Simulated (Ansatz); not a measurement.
The cluster Li2Si4⁻. Total charge -1; doublet. Geometry B3LYP-D4/def2-SVP, that of the neutral singlet; atoms count from 1.

Cartesian coordinates in Å:
```
Li 1.147 1.909 0.085
Li -1.142 -1.071 2.188
Si 0.876 -1.255 -1.400
Si -1.483 0.017 0.030
Si 0.815 -0.441 0.758
Si -0.212 0.840 -1.662
```

The highest occupied level of the charge -1 doublet lies above zero (up to 0.24 eV). By energy differences its removal costs 0.81 eV (vertical, to the charge 0 singlet, at PBE0-D4/def2-TZVPD); a positive level beside a positive removal energy at the same level points to self-interaction error. The structure comes from a short search, and lower isomers may exist.

(1) Estimate the Mulliken populations from the PBE0/def2-TZVPD orbitals of Ansatz.

(2) Where does the spin sit?

(3) And the Mayer bond orders between bonded heavy atoms (over 0.3)?

## Answers

(1) 
```
atom  charge (e)  spin (α − β)
 Li1        0.31          0.23
 Li2        0.14          0.42
 Si3       -0.04          0.08
 Si4       -0.24          0.19
 Si5       -0.58          0.06
 Si6       -0.58          0.03
```
Mulliken values and Mayer orders depend strongly on the basis. With diffuse functions, as here, like atoms can get unlike values, and bond orders can come out too low or too high.

(2) Summed by element: Li 0.65, Si 0.35, of 1 unpaired in all. Largest on single atoms: Li2 0.42, Li1 0.23, Si4 0.19.

(3) Li1–Si5 0.37 (2.47 Å); Li1–Si6 0.36 (2.46 Å); Li2–Si4 0.40 (2.44 Å); Li2–Si5 0.43 (2.50 Å); Si3–Si5 0.98 (2.31 Å); Si3–Si6 0.93 (2.38 Å); Si4–Si5 0.76 (2.45 Å); Si4–Si6 1.04 (2.27 Å). Values over 0.3 also appear between atoms too far apart for a bond (Si3–Si4 0.38 at 3.04 Å; Si5–Si6 0.58 at 2.92 Å); they arise where an orbital or an unpaired electron spreads over both atoms.
